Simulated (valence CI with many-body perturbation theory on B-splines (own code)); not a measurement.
## E1 line list for Os45+

Calculated by relativistic CI+MBPT: three valence electrons over a frozen Dirac-Fock core [Ar] 3d10, a basis of 11 s, 11 p, 10 d, 8 f, 5 g, 2 h functions for each j, with the one-electron correlation potential Σ1, the two-electron term Σ2, the three-electron term Σ3, Breit, model QED; selected CI, second order for the rest, scaled by the run's own slope (own B-spline code, finite nucleus).

The last digits are not significant, and no measured levels were compared; by estimate large intervals hold to a few tenths of a per cent, small ones and those within an open d or f shell to about a per cent.

Lines 1 to 50 of 534 in falling wavelength, among levels below 888.07 eV, chosen from the strongest by gf and those to the six lowest levels. Wavelengths and rates use the calculated energies. Electric multipoles are in the length gauge, E1 and E2 with the static RPA response of the core. Weak lines are less certain than strong ones. Lines between different terms over intervals too small for the method are left out, as are lines whose strength nearly cancels.

Levels are named by their leading jj configuration (3d3/2^4 stands for four electrons in 3d with j = 3/2), which in mixed levels can hold well under half, so a name can repeat and another be missing. Letters in brackets count levels of one name in rising energy.

| λ vac (Å) | Upper | Lower | A (s⁻¹) | S (a.u.) |
| --- | --- | --- | --- | --- |
| 1097 | (4s^2 4p3/2) J=3/2 | (4s 4p1/2^2) J=1/2 | 2.41e+05 | 6.29e-04 |
| 140.7 | (4s 4p1/2 4p3/2) J=3/2 [a] | (4s^2 4p3/2) J=3/2 | 2.53e+09 | 1.39e-02 |
| 132.1 | (4p1/2 4p3/2 4d5/2) J=7/2 [b] | (4s 4p3/2 4d5/2) J=5/2 [b] | 1.46e+10 | 1.33e-01 |
| 129.3 | (4s 4p1/2 4f5/2) J=7/2 | (4s^2 4f5/2) J=5/2 | 1.87e+10 | 1.60e-01 |
| 129.0 | (4p1/2 4p3/2 4f7/2) J=11/2 | (4s 4p3/2 4f7/2) J=9/2 [b] | 1.93e+10 | 2.45e-01 |
| 128.0 | (4s 4p1/2 4p3/2) J=5/2 | (4s^2 4p3/2) J=3/2 | 1.52e+10 | 9.44e-02 |
| 127.0 | (4p1/2 4d5/2^2) J=9/2 | (4s 4p3/2 4f7/2) J=7/2 [c] | 1.65e+10 | 1.67e-01 |
| 126.6 | (4p1/2 4d3/2 4d5/2) J=9/2 | (4s 4d3/2 4d5/2) J=9/2 | 1.21e+10 | 1.21e-01 |
| 126.6 | (4p1/2 4p3/2 4f5/2) J=9/2 | (4s 4p3/2 4f5/2) J=7/2 [b] | 1.27e+10 | 1.27e-01 |
| 126.2 | (4p1/2 4p3/2 4d5/2) J=9/2 | (4s 4p3/2 4d5/2) J=7/2 [a] | 1.18e+10 | 1.17e-01 |
| 126.2 | (4s 4p1/2 4d5/2) J=7/2 | (4s^2 4d5/2) J=5/2 | 1.63e+10 | 1.29e-01 |
| 122.0 | (4s 4p1/2 4f7/2) J=9/2 | (4s^2 4f7/2) J=7/2 | 1.72e+10 | 1.54e-01 |
| 121.6 | (4s 4p1/2^2) J=1/2 | (4s^2 4p1/2) J=1/2 | 3.33e+10 | 5.91e-02 |
| 121.5 | (4p1/2^2 4p3/2) J=3/2 | (4s 4p1/2 4p3/2) J=3/2 [b] | 1.77e+10 | 6.28e-02 |
| 121.1 | (4s 4p1/2 4f7/2) J=7/2 [b] | (4s^2 4f7/2) J=7/2 | 1.76e+10 | 1.24e-01 |
| 117.7 | (4p1/2 4d5/2^2) J=9/2 | (4s 4d5/2^2) J=9/2 [b] | 1.73e+10 | 1.39e-01 |
| 117.0 | (4p1/2^2 4d5/2) J=5/2 | (4s 4p1/2 4d5/2) J=5/2 [b] | 2.79e+10 | 1.32e-01 |
| 116.6 | (4p1/2 4p3/2 4f5/2) J=9/2 | (4s 4d5/2^2) J=9/2 [a] | 1.76e+10 | 1.37e-01 |
| 115.6 | (4p1/2^2 4f5/2) J=5/2 | (4s 4p1/2 4f5/2) J=3/2 | 2.75e+10 | 1.26e-01 |
| 115.3 | (4p1/2 4d3/2^2) J=3/2 | (4s 4d3/2^2) J=5/2 | 3.49e+10 | 1.06e-01 |
| 115.1 | (4p1/2 4p3/2 4f7/2) J=7/2 [b] | (4s 4p3/2 4f7/2) J=5/2 [a] | 1.84e+10 | 1.11e-01 |
| 115.0 | (4p1/2 4p3/2 4f7/2) J=9/2 [a] | (4s 4p3/2 4f7/2) J=7/2 [a] | 1.48e+10 | 1.11e-01 |
| 114.8 | (4p1/2 4p3/2 4d5/2) J=3/2 [a] | (4s 4p3/2 4d5/2) J=5/2 [a] | 3.70e+10 | 1.10e-01 |
| 114.4 | (4p1/2^2 4f5/2) J=5/2 | (4s 4p1/2 4f5/2) J=5/2 [b] | 3.95e+10 | 1.75e-01 |
| 114.0 | (4p1/2 4p3/2 4f7/2) J=7/2 [a] | (4s 4p3/2 4f7/2) J=9/2 [a] | 3.49e+10 | 2.04e-01 |
| 113.7 | (4p1/2 4d5/2^2) J=7/2 | (4s 4d5/2^2) J=9/2 [b] | 3.57e+10 | 2.08e-01 |
| 113.5 | (4s 4p1/2 4p3/2) J=3/2 [b] | (4s^2 4p3/2) J=3/2 | 2.15e+10 | 6.20e-02 |
| 112.3 | (4p1/2^2 4f7/2) J=7/2 | (4s 4p1/2 4f7/2) J=5/2 | 2.18e+10 | 1.22e-01 |
| 112.1 | (4p1/2^2 4f7/2) J=7/2 | (4s 4p1/2 4f7/2) J=7/2 [b] | 3.96e+10 | 2.20e-01 |
| 112.0 | (4p1/2 4p3/2 4f7/2) J=9/2 [a] | (4s 4p3/2 4f7/2) J=9/2 [a] | 2.47e+10 | 1.71e-01 |
| 111.3 | (4p1/2^2 4f7/2) J=7/2 | (4s 4p1/2 4f7/2) J=9/2 | 5.47e+10 | 2.98e-01 |
| 111.1 | (4p1/2^2 4d5/2) J=5/2 | (4s 4p1/2 4d5/2) J=7/2 | 5.71e+10 | 2.32e-01 |
| 111.0 | (4p1/2 4p3/2 4f7/2) J=9/2 [b] | (4s 4p3/2 4f7/2) J=11/2 | 4.02e+10 | 2.72e-01 |
| 111.0 | (4s 4p1/2 4p3/2) J=1/2 | (4s^2 4p3/2) J=3/2 | 2.89e+10 | 3.91e-02 |
| 110.9 | (4p1/2 4p3/2 4f5/2) J=7/2 [b] | (4s 4d5/2^2) J=9/2 [a] | 3.09e+10 | 1.66e-01 |
| 110.8 | (4p1/2 4d3/2 4d5/2) J=7/2 [b] | (4s 4d3/2 4d5/2) J=9/2 | 3.68e+10 | 1.98e-01 |
| 110.6 | (4p1/2^2 4d3/2) J=3/2 | (4s 4p1/2 4d3/2) J=5/2 | 6.27e+10 | 1.68e-01 |
| 110.0 | (4p1/2 4p3/2 4f7/2) J=11/2 | (4s 4p3/2 4f7/2) J=11/2 | 2.78e+10 | 2.19e-01 |
| 109.1 | (4p1/2 4p3/2^2) J=5/2 | (4s 4p3/2^2) J=5/2 | 2.72e+10 | 1.05e-01 |
| 109.1 | (4p1/2 4p3/2^2) J=3/2 | (4s 4p3/2^2) J=5/2 | 4.33e+10 | 1.11e-01 |
| 108.4 | (4p1/2 4p3/2 4d5/2) J=7/2 [a] | (4s 4p3/2 4d5/2) J=9/2 | 4.65e+10 | 2.34e-01 |
| 108.4 | (4p1/2^2 4p3/2) J=3/2 | (4s 4p1/2 4p3/2) J=5/2 | 6.81e+10 | 1.71e-01 |
| 107.9 | (4p1/2^2 4f5/2) J=5/2 | (4s 4p1/2 4f5/2) J=7/2 | 5.10e+10 | 1.90e-01 |
| 106.6 | (4p1/2 4p3/2 4d3/2) J=5/2 [b] | (4s 4p3/2 4d3/2) J=7/2 | 3.74e+10 | 1.34e-01 |
| 105.7 | (4p1/2 4p3/2 4d5/2) J=9/2 | (4s 4p3/2 4d5/2) J=9/2 | 3.10e+10 | 1.81e-01 |
| 100.6 | (4p1/2^2 4p3/2) J=3/2 | (4s 4p1/2 4p3/2) J=3/2 [a] | 1.78e+10 | 3.59e-02 |
| 89.14 | (4s 4p1/2 4d3/2) J=3/2 [a] | (4s 4p1/2 4p3/2) J=3/2 [b] | 1.73e+10 | 2.42e-02 |
| 84.60 | (4s 4p1/2 4d3/2) J=5/2 | (4s 4p1/2 4p3/2) J=3/2 [b] | 1.23e+09 | 2.21e-03 |
| 81.87 | (4s 4p1/2 4d3/2) J=3/2 [a] | (4s 4p1/2 4p3/2) J=5/2 | 6.37e+09 | 6.90e-03 |
| 78.70 | (4p1/2 4d3/2 4d5/2) J=9/2 | (4p1/2 4p3/2 4d5/2) J=9/2 | 4.76e+10 | 1.14e-01 |
